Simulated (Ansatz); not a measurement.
Relaxation of Nb₂B₂ with RKS r2SCAN-D4/def2-TZVP.

```sh
$ ansatz run in.yaml --threads 2 --pin off --events-out ev --progress --plain --max-ram 4352MiB
```

```yaml
crystal:
  periodic: [false, false, false]
  atoms:
    - {symbol: Nb, position_ang: [0.406790, 0.101240, -1.598440]}
    - {symbol: Nb, position_ang: [-0.064310, -1.647370, 0.110490]}
    - {symbol: B, position_ang: [-0.030920, 1.293950, 0.235530]}
    - {symbol: B, position_ang: [-0.311550, 0.252180, 1.252430]}
basis:
  gaussian: {orbitals: def2-TZVP}
hamiltonian: {xc: r2scan, dispersion: d4}
scf: {lower_state_search: "off"}
output: {orbitals: {seedname: orbitals}}
relax: {f_tol: 0.02, max_steps: 100}
```

Run time 20 s (2 threads of Arm Neoverse V2 on a shared host).

Positions (Å) and forces (eV/Å) at steps 1, 2, 3, 4, 5 of 5:

```xyz
4
step=1 energy=-4446.9410 eV
Nb    0.407    0.101   -1.598   -1.147   -1.845    4.372
Nb   -0.064   -1.647    0.110    0.561    4.488   -1.826
B    -0.031    1.294    0.236    0.746    0.356   -2.915
B    -0.312    0.252    1.252   -0.160   -2.999    0.369
4
step=2 energy=-4447.9163 eV
Nb    0.362    0.016   -1.428    0.442    1.041   -1.656
Nb   -0.039   -1.473    0.026   -0.296   -1.700    1.021
B    -0.017    1.262    0.180    0.006    0.622    0.031
B    -0.305    0.195    1.222   -0.152    0.037    0.604
4
step=3 energy=-4447.9795 eV
Nb    0.368    0.023   -1.453    0.124    0.371   -0.456
Nb   -0.042   -1.498    0.033   -0.102   -0.468    0.363
B    -0.015    1.287    0.173   -0.152   -0.477    0.561
B    -0.311    0.188    1.247    0.131    0.575   -0.467
4
step=4 energy=-4447.9978 eV
Nb    0.370    0.031   -1.460    0.013    0.089   -0.045
Nb   -0.044   -1.506    0.041   -0.023   -0.045    0.087
B    -0.018    1.277    0.182    0.006   -0.017   -0.026
B    -0.309    0.197    1.237    0.003   -0.027   -0.016
4
step=5 energy=-4447.9981 eV
Nb    0.371    0.034   -1.461    0.001    0.012   -0.003
Nb   -0.044   -1.506    0.044   -0.003   -0.003    0.012
B    -0.018    1.276    0.181    0.003    0.001   -0.010
B    -0.308    0.197    1.236    0.000   -0.010    0.001
```

In the def2 sets Nb takes a core potential; there is no spin–orbit coupling. The restricted singlet is unstable: a solution with broken spin symmetry lies lower. At r2SCAN-D4/def2-TZVP a triplet of charge 0 lies 0.49 eV below the restricted singlet, each at its own geometry. The structure comes from a short search, and lower isomers may exist.
